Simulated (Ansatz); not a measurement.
Geometry optimisation, RHF/def2-SVP in Ansatz.

The input (input.yaml):

```yaml
crystal:
  periodic: [false, false, false]
  atoms:
    - { symbol: Si, position_ang: [0.0, 0.0, 0.0] }
    - { symbol: Cl, position_ang: [0.0, 0.0, 2.13] }
    - { symbol: "N", position_ang: [1.7163, 0.0, -0.6061] }
    - { symbol: H, position_ang: [2.2145, -0.918, -0.7868] }
    - { symbol: H, position_ang: [2.2175, 0.918, -0.7783] }
    - { symbol: "N", position_ang: [-0.8572, 1.4851, -0.6061] }
    - { symbol: H, position_ang: [-1.8773, 1.43, -0.8888] }
    - { symbol: H, position_ang: [-0.3367, 2.4058, -0.6766] }
    - { symbol: O, position_ang: [-0.7913, -1.3709, -0.5594] }
    - { symbol: H, position_ang: [-1.2459, -1.8365, 0.2129] }
basis:
  gaussian: { orbitals: def2-SVP }
hamiltonian:
  xc: hf
relax:
  f_tol: 0.02
  max_steps: 40
```

Run as:

```bash
$ ansatz run input.yaml --threads 1 --pin off --max-ram 2048MiB --backend cpu --events-out ev --progress --plain --runs-dir out
```

Q: Where does it end, and by what steps?

A: The run converged. After 17 steps the energy has fallen by 1.215 eV; H5 moved furthest, 1.06 Å.

```json
{"step": "0", "energy less start (eV)": "0.0000", "largest force component (eV/Å)": "3.512", "accepted": "yes"}
{"step": "1", "energy less start (eV)": "-0.9122", "largest force component (eV/Å)": "1.158", "accepted": "yes"}
{"step": "2", "energy less start (eV)": "-1.0363", "largest force component (eV/Å)": "0.546", "accepted": "yes"}
{"step": "3", "energy less start (eV)": "-1.0768", "largest force component (eV/Å)": "0.535", "accepted": "yes"}
{"step": "4", "energy less start (eV)": "-1.0893", "largest force component (eV/Å)": "0.182", "accepted": "yes"}
{"step": "5", "energy less start (eV)": "-1.1084", "largest force component (eV/Å)": "0.315", "accepted": "yes"}
{"step": "6", "energy less start (eV)": "-1.1366", "largest force component (eV/Å)": "0.155", "accepted": "yes"}
{"step": "7", "energy less start (eV)": "-1.1085", "largest force component (eV/Å)": "1.384", "accepted": "no"}
{"step": "8", "energy less start (eV)": "-1.1565", "largest force component (eV/Å)": "0.200", "accepted": "yes"}
{"step": "9", "energy less start (eV)": "-1.1746", "largest force component (eV/Å)": "0.256", "accepted": "yes"}
{"step": "10", "energy less start (eV)": "-1.1991", "largest force component (eV/Å)": "0.139", "accepted": "yes"}
{"step": "11", "energy less start (eV)": "-1.2083", "largest force component (eV/Å)": "0.116", "accepted": "yes"}
{"step": "12", "energy less start (eV)": "-1.2105", "largest force component (eV/Å)": "0.203", "accepted": "yes"}
{"step": "13", "energy less start (eV)": "-1.2062", "largest force component (eV/Å)": "0.729", "accepted": "no"}
{"step": "14", "energy less start (eV)": "-1.2138", "largest force component (eV/Å)": "0.077", "accepted": "yes"}
{"step": "15", "energy less start (eV)": "-1.2143", "largest force component (eV/Å)": "0.122", "accepted": "yes"}
{"step": "16", "energy less start (eV)": "-1.2153", "largest force component (eV/Å)": "0.026", "accepted": "yes"}
{"step": "17", "energy less start (eV)": "-1.2154", "largest force component (eV/Å)": "0.012", "accepted": "yes"}
```

```xyz
10
Properties=species:S:1:pos:R:3
Si -0.020 0.069 -0.052
Cl 0.087 -0.163 2.028
N 1.609 0.058 -0.533
H 2.336 -0.344 0.022
H 1.879 0.203 -1.485
N -0.767 1.482 -0.603
H -1.760 1.543 -0.706
H -0.324 2.376 -0.545
O -0.998 -1.143 -0.571
H -1.001 -1.968 -0.114
```

Time of the run: 41 s on 1 thread of Arm Neoverse V2, with other jobs on the host, peak memory 0.21 GiB.
